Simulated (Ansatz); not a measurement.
System: C$_{2}$H$_{7}$ClOSi$_{2}$ (charge 0, singlet). 
Structure (B3LYP-D3(BJ)/def2-TZVP (Ansatz, a quantum-chemistry and plane-wave program) minimum search):
```
Si
O 1 1.6300
Si 2 1.6428 1 147.16
H 1 1.4777 2 109.29 3 -163.06
H 1 1.4783 4 111.03 2 121.20
H 3 1.4787 2 107.58 1 -168.04
H 3 1.4789 6 109.63 2 119.69
H 3 1.4801 6 109.67 7 120.38
C 1 1.8697 4 107.75 5 119.02
C 9 1.3263 1 126.27 4 -4.16
H 10 1.0830 9 122.97 1 -179.02
H 10 1.0833 11 117.60 9 -179.98
Cl 9 1.7646 10 120.01 11 0.74
```

Atomisation energy built up term by term with Ansatz (kcal/mol; UHF references for open shells; valence terms freeze the core; atomic spin-orbit terms are left out). CBS(X,Y): correlation extrapolated as X^-3; Hartree-Fock from the larger set.

```json
[
 {"term": "Hartree-Fock", "basis": "cc-pV(Q+d)Z", "kcal/mol": "842.32"},
 {"term": "CCSD correlation", "basis": "CBS(cc-pV(T+d)Z,cc-pV(Q+d)Z)", "kcal/mol": "?"},
 {"term": "(T)", "basis": "CBS(cc-pV(T+d)Z,cc-pV(Q+d)Z)", "kcal/mol": "?"},
 {"term": "core correlation", "basis": "cc-pwCVTZ", "kcal/mol": "2.47"},
 {"term": "scalar relativity (X2C)", "basis": "cc-pVTZ-DK against cc-pVTZ", "kcal/mol": "-2.31"},
 {"term": "sum: De", "basis": "", "kcal/mol": "?"}
]
```

Task: What belongs in the gaps?

Result: 
- CCSD correlation, kcal/mol: 271.46
- (T), kcal/mol: 18.48
- sum: De, kcal/mol: 1132.4
